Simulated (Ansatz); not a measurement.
```xyz
23

F     0.0846   -2.3912   -0.4806
Hf   -0.1884   -0.4761   -0.4807
Cl   -1.3384   -0.2146   -2.5887
C     2.3177   -0.6772   -0.8099
C     2.1008    0.0830    0.3593
C     1.5250    1.3193   -0.0286
C     1.3517    1.2986   -1.4219
C     1.8388    0.0582   -1.9050
C    -0.7822    0.1897    1.8658
C    -1.3202   -1.0987    1.6864
C    -2.3473   -1.0142    0.7230
C    -2.4597    0.3331    0.3235
C    -1.4875    1.0794    1.0160
H     2.7065   -1.6833   -0.8446
H     2.3616   -0.2113    1.3653
H     1.2624    2.1310    0.6326
H     0.9046    2.0765   -2.0225
H     1.8110   -0.2715   -2.9322
H     0.0158    0.4563    2.5423
H    -0.9719   -2.0046    2.1597
H    -2.9219   -1.8415    0.3340
H    -3.1397    0.7159   -0.4212
H    -1.3233    2.1430    0.9280
```

Charge 0, multiplicity 1. Hf takes the def2 core potential.

**Question.** List the ωB97M-V/def2-TZVPP orbital energies in eV (the Gaussian-basis code of Ansatz). (Best estimate.)

**Answer.** Ansatz gave: Occupied: -2770.62, -676.03, -282.17, -282.16, -282.08, -282.07, -282.06, -282.06, -282.05, -282.03, -281.94, -281.90, -261.02, -198.45, -198.40, -198.38, -71.33, -39.98, -39.63, -39.53, -33.34, -28.10, -27.81, -24.06, -23.27, -23.17, -23.14, -23.01, -18.46, -18.41, -18.22, -18.20, -18.03, -17.80, -15.11, -14.16, -14.11, -14.07, -13.99, -13.93, -13.76, -13.68, -13.57, -13.54, -13.46, -13.43, -13.36, -11.66, -11.25, -10.90, -10.31, -9.58, -9.48, -8.96. Lowest empty: 0.97, 1.47, 1.60, 2.07, 2.54, 2.70, 2.82, 3.08.
